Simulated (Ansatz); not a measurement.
Tl2H2. Total charge 0; triplet. Geometry r2SCAN-D4/def2-TZVPD, that of the charge -1 doublet; atoms count from 1.

Cartesian coordinates in Å:
```
Tl -1.535 -0.278 -0.230
Tl 1.474 0.294 -0.475
H -0.201 1.226 0.401
H 0.261 -1.242 0.304
```

In the def2 sets Tl takes a core potential; there is no spin–orbit coupling. At PBE0-D4/def2-TZVPD a singlet of charge 0 lies 1.79 eV below the triplet at the same geometry. The structure comes from a short search, and lower isomers may exist.

Question: Estimate the Mulliken populations from the PBE0/def2-TZVPD orbitals of Ansatz.

Answer: 
```
atom  charge (e)  spin (α − β)
 Tl1        0.09          0.80
 Tl2        0.09          0.80
  H3       -0.09          0.20
  H4       -0.09          0.20
```
Mulliken values depend strongly on the basis. With diffuse functions, as here, like atoms can get unlike values, and bond orders can come out too low or too high.

Question: Where does the spin sit?

Answer: Summed by element: Tl 1.60, H 0.40, of 2 unpaired in all. Largest on single atoms: Tl2 0.80, Tl1 0.80, H4 0.20.

Question: And the Mayer bond orders between heavy atoms (over 0.3)?

Answer: Tl1–Tl2 0.73 (3.07 Å).
